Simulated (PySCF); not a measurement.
C2F3, SMILES F[C]=C(F)F (connectivity only; charge and spin as stated), charge +1, multiplicity 1.

Geometry: B3LYP-D3(BJ)/def2-SVP. The spin state was assumed, not searched. The isomer is the one that the SMILES or the coordinates give; other isomers of the formula were not compared.

All values below come from CAM-B3LYP/def2-TZVPD (PySCF).

Gas-phase values at a fixed geometry.

The total energy is -375.28158 hartree, the point group is Cs and the highest occupied level is -17.15 eV. The lowest empty level comes out as -9.97 eV and the orbital gap comes out as 7.17 eV. The dipole moment about the centre of nuclear charge is 1.18 D and the mean static polarisability is 25.3 bohr³ (3.75 Å³). The polarisability, principal values is 17.7, 21.8, 36.5 bohr³.
